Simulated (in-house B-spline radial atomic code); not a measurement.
# Ru³⁺: [Kr] 4d5

All numbers are computed (non-relativistic LDA exchange-only, spin-polarised, spherical fractional occupations; point nucleus) with an all-electron radial atomic-structure program (B-spline basis), not measured.

Z_r = [3n² - l(l+1)]/(2<r>); Z_e = n√(-2ε); the last column is Slater's effective charge. Values are occupation-weighted means over spin.

| shell | electrons | ε (eV) | <r> (bohr) | Z_r | Z_e | Slater |
| --- | --- | --- | --- | --- | --- | --- |
| 1s | 2 | -21337 | 0.03466 | 43.27 | 39.60 | 43.70 |
| 2s | 2 | -3041 | 0.151 | 39.72 | 29.90 | 39.85 |
| 2p | 6 | -2817.7 | 0.1292 | 38.69 | 28.78 | 39.85 |
| 3s | 2 | -560.28 | 0.4157 | 32.47 | 19.25 | 32.75 |
| 3p | 6 | -472.62 | 0.4089 | 30.57 | 17.68 | 32.75 |
| 3d | 10 | -310.75 | 0.3839 | 27.35 | 14.34 | 22.85 |
| 4s | 2 | -103.99 | 1.037 | 23.14 | 11.06 | 16.25 |
| 4p | 6 | -77.501 | 1.119 | 20.55 | 9.55 | 16.25 |
| 4d | 5 | -38.195 | 1.43 | 14.68 | 6.70 | 6.60 |

The least bound orbital is 4d up at -38.2 eV, and it is also the most diffuse (<r> = 1.43 bohr).
